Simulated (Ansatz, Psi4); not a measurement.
The Psi4 input:
```
memory 2 GB

molecule mol {
0 1
  In   -0.000271    0.000588   -0.000699
  C    -1.547414   -1.603627   -0.255167
  H    -1.476459   -2.031502   -1.255105
  H    -2.545325   -1.184255   -0.130214
  H    -1.399044   -2.394809    0.478474
  C    -0.162120    1.916997   -1.155486
  H     0.802561    2.172802   -1.592476
  H    -0.463524    2.724526   -0.488383
  H    -0.900661    1.823226   -1.950320
  C     1.711036   -0.315964    1.413937
  H     2.336469    0.574228    1.462973
  H     2.317505   -1.157123    1.078655
  H     1.332729   -0.540359    2.410941
}

set basis sto-3g
set reference rhf
set scf_type pk
set puream true
set d_convergence 1e-8

energy('scf')
print_variables()
```

Problem. Write the same job for Ansatz (a program for electronic structure).

Solution. One answer among several that fit: 
Ansatz 0.2 input:
```yaml
crystal:
  periodic: [false, false, false]
  atoms:
    - {symbol: In, position_ang: [-0.00027071, 0.00058834, -0.00069908]}
    - {symbol: C, position_ang: [-1.54741402, -1.60362658, -0.25516667]}
    - {symbol: H, position_ang: [-1.47645898, -2.03150186, -1.25510468]}
    - {symbol: H, position_ang: [-2.54532539, -1.18425536, -0.13021367]}
    - {symbol: H, position_ang: [-1.39904443, -2.39480853, 0.47847392]}
    - {symbol: C, position_ang: [-0.16211960, 1.91699700, -1.15548571]}
    - {symbol: H, position_ang: [0.80256149, 2.17280153, -1.59247574]}
    - {symbol: H, position_ang: [-0.46352417, 2.72452625, -0.48838330]}
    - {symbol: H, position_ang: [-0.90066120, 1.82322629, -1.95032013]}
    - {symbol: C, position_ang: [1.71103614, -0.31596421, 1.41393740]}
    - {symbol: H, position_ang: [2.33646867, 0.57422770, 1.46297261]}
    - {symbol: H, position_ang: [2.31750483, -1.15712290, 1.07865522]}
    - {symbol: H, position_ang: [1.33272866, -0.54035921, 2.41094086]}
basis:
  gaussian:
    orbitals: STO-3G
hamiltonian:
  xc: hf
accuracy: high
```

Both were run: Psi4 gave -5800.348433 Eh and Ansatz -5800.348433 Eh, 0.000 mEh apart.
